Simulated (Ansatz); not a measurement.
A nudged elastic band was laid between two geometries of F3Ge2H3 + FH (10 atoms, charge 0, multiplicity 1).

These are results of RKS PBE/def2-SVP (Ansatz), not measurements.

```yaml
movable_images: 7
climbing_image: yes
spring: 20.0 eV/Å²
optimiser: quadratic models (default)
start_path: through a guess of the saddle point
force_threshold: 0.05 eV/Å
iteration_limit: 60
end_points: relaxed
```

Image 0:

```xyz
10
Properties=species:S:1:pos:R:3
Ge 0.179 -0.007 0.303
Ge 0.208 0.024 2.739
H -0.616 -1.195 3.196
H 1.691 -0.117 3.163
H -0.396 1.367 3.184
F 1.529 -0.816 -0.450
F 0.063 1.515 -0.536
F -1.207 -0.945 -0.341
F -2.457 0.407 1.349
H -2.337 -0.234 0.652
```

Image 8:

```xyz
10
Properties=species:S:1:pos:R:3
Ge -0.452 0.310 -0.636
Ge -0.214 -0.313 3.299
H -0.793 -1.240 4.393
H 0.935 -1.035 2.557
H 0.309 0.997 3.935
F 0.603 1.257 0.345
F -0.085 0.609 -2.290
F -0.217 -1.362 -0.301
F -2.088 0.747 -0.334
H -1.343 0.031 2.293
```

(1) What changes between the two ends?

(2) What energy profile does the band end with?

(3) What is the geometry of the highest image?

Results:

(1) Bonds broken: Ge1–Ge2, F9–H10. Bonds formed: Ge1–F9, Ge2–H10. F3Ge2H3 + FH becomes F4Ge + GeH4.

(2) The forces met the threshold. The highest image is number 4 of 0 to 8, 1.85 eV above the first end and 1.52 eV above the last; the last end lies 0.33 eV above the first. Neighbouring images differ by up to 1.4 eV, so the band resolves the path poorly. Another band between the same ends (7 images) ends at a top of the same energy, where a vibrational analysis finds 1 clearly imaginary mode. The orbitals stay closed-shell, which can raise the energy where a bond breaks towards radicals; this wasn't checked here.

```csv
image,path coordinate (Å),energy (eV),Ge1–Ge2 (Å),F9–H10 (Å),Ge1–F9 (Å)
0,0.00,0.00,2.44,0.96,2.87
1,1.33,0.06,2.44,0.95,2.82
2,2.66,0.20,2.43,0.94,2.78
3,3.99,0.49,2.44,0.94,2.54
4,5.32,1.85,2.77,1.29,1.95
5,6.43,0.78,3.42,2.00,1.74
6,7.54,0.38,4.01,2.37,1.72
7,8.66,0.34,4.19,2.77,1.72
8,9.77,0.33,3.99,2.82,1.72
```

(3) 
```xyz
10
Properties=species:S:1:pos:R:3
Ge -0.377 0.002 0.052
Ge -0.033 0.019 2.799
H -1.129 -0.098 3.897
H 0.915 -1.193 2.855
H 0.687 1.377 2.897
F 1.365 0.179 0.290
F -0.688 1.409 -0.910
F -0.430 -1.489 -0.826
F -2.240 -0.134 0.609
H -1.415 -0.072 1.598
```

Run time: 5 min on 4 threads of Arm Neoverse V2, on a shared host, peak memory 0.2 GiB.
